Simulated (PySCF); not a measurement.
A series of related molecules.

All values: CAM-B3LYP/def2-SVPD (PySCF) at PBE0-D3(BJ)/def2-SVP geometries, gas phase, one conformer each. Core orbitals are frozen in the response; Δα² is half the sum of the squared differences of the principal polarisabilities.

Question: Rank by vertical ionisation energy (ΔSCF), highest first.
A. `OB(O)B1OCCO1`
B. `c1n(B2OCCO2)ccc1`
C. `CC(=S)B1OCCO1`

Answer: A (10.57 eV), C (8.34 eV), B (8.15 eV).

Question: Rank by mean static polarisability, lowest first.
A. `c1ccn(B2OCCO2)c1`
B. `CC(=S)B1OCCO1`
C. `OB(O)B1OCCO1`
D. `OB1OCCO1`

Answer: D (6.73 Å³), C (9.29 Å³), B (12.90 Å³), A (13.71 Å³).

Question: Rank by dipole moment, lowest first.
A. `[OH:1][B:2]([OH:3])[B:4]1[O:5][CH2:6][CH2:7][O:8]1` with H–O1–B2–O3 180°, O1–B2–O3–H 0°
B. `[cH:1]1[cH:2][cH:3][n:4]([B:5]2[O:6][CH2:7][CH2:8][O:9]2)[cH:10]1` with C3–N4–B5–O6 0°
C. `[OH:1][B:2]1[O:3][CH2:4][CH2:5][O:6]1` with H–O1–B2–O3 1°
D. `[CH3:1][C:2](=[S:3])[B:4]1[O:5][CH2:6][CH2:7][O:8]1` with C1–C2–B4–O5 -15°

Answer: C (2.54 D), A (2.87 D), B (3.21 D), D (4.01 D).

All values together:

```
          SMILES   formula  μ (D)  HOMO (eV)  LUMO (eV)  α (Å³)  Δα (Å³)  electrons  α per electron (Å³)  ΔSCF removal energy (eV)
c1ccn(B2OCCO2)c1  C6H8BNO2   3.21      -7.42       0.79   13.71     7.80         72                0.190                      8.15
    OB(O)B1OCCO1  C2H6B2O4   2.87      -9.62       0.60    9.29     3.54         60                0.155                     10.57
   CC(=S)B1OCCO1  C4H7BO2S   4.01      -7.54      -1.37   12.90     5.77         68                0.190                      8.34
        OB1OCCO1   C2H5BO3   2.54      -9.54       0.61    6.73     2.12         46                0.146                     10.57
```

Conformers: `[cH:1]1[cH:2][cH:3][n:4]([B:5]2[O:6][CH2:7][CH2:8][O:9]2)[cH:10]1` with C3–N4–B5–O6 0°; `[OH:1][B:2]([OH:3])[B:4]1[O:5][CH2:6][CH2:7][O:8]1` with H–O1–B2–O3 180°, O1–B2–O3–H 0°; `[CH3:1][C:2](=[S:3])[B:4]1[O:5][CH2:6][CH2:7][O:8]1` with C1–C2–B4–O5 -15°; `[OH:1][B:2]1[O:3][CH2:4][CH2:5][O:6]1` with H–O1–B2–O3 1°.
